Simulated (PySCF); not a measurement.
Below is a simulated gas-phase C 1s photoelectron spectrum of `[SiH3][O][GeH2][CH]1CCC1`.

Every computed line was given a Gaussian of 0.4 eV full width at half maximum and an area set by the number of equivalent atoms; the highest printed point is 100. Computed with delta-SCF UKS SCAN, pcX-2 on the ionised atom, pcseg-1 elsewhere, spin-free X2C in PySCF 2.14.0.

binding energy (eV), intensity and a bar:
```
    289.6          0 
    289.7          1 
    289.8          3 #
    289.9         10 ###
    290.0         25 #######
    290.1         47 ##############
    290.2         74 ######################
    290.3         97 #############################
    290.4        100 ##############################
    290.5         78 ########################
    290.6         45 ##############
    290.7         19 ######
    290.8          6 ##
    290.9          1 
    291.0          0
```

Task: How many maxima does the curve show, and how many computed lines lie under it?

Result: The curve has 1 maximum (at 290.4 eV). Under it lie 3 lines from 3 inequivalent carbon sites. At this width some lines have no maximum of their own.

Task: Decompose the envelope and assign each component. Numbering: `[SiH3:1][O:2][GeH2:3][CH:4]1[CH2:5][CH2:6][CH2:7]1`.

Result: 
```
position (eV)  relative area  line  atoms                    environment
       290.16              1  C 1s     C4  sp3 carbon bound to germanium
       290.39              2  C 1s  C5/C7      four-membered-ring carbon
       290.42              1  C 1s     C6      four-membered-ring carbon
```

Task: What are the centre and the root-mean-square width of the whole band?

Result: The area-weighted mean of the lines is 290.34 eV. Their own spread about it is 0.10 eV (rms) and each Gaussian has σ = 0.4/2.355 = 0.17 eV; the variances add, which gives 0.20 eV.

Lowest listed C 1s: C4, bonded to 2 C, H and Ge. Highest, 0.26 eV above it: C6, bonded to 2 C and 2 H. The widest gap between neighbouring values is 0.23 eV, between 290.16 and 290.39 eV. The values 290.39 and 290.42 eV lie too close for their order to be trusted.

The curve has no shake-up lines and no vibrational structure. Topologically equivalent atoms share the value of their first member; where this conformer doesn't relate them by symmetry, their own values could differ. One conformer (not necessarily the lowest) at the PBE0-D3(BJ)/def2-SVP geometry, without solvent, vibrations or thermal averaging.

On one thread of an Arm Neoverse N1 (shared host), this took 2.5 min wall and 0.85 GiB of memory at its peak.

Conformer computed: `[SiH3:1][O:2][GeH2:3][CH:4]1[CH2:5][CH2:6][CH2:7]1`: Si1–O2–Ge3–C4 170°, O2–Ge3–C4–C5 50°.
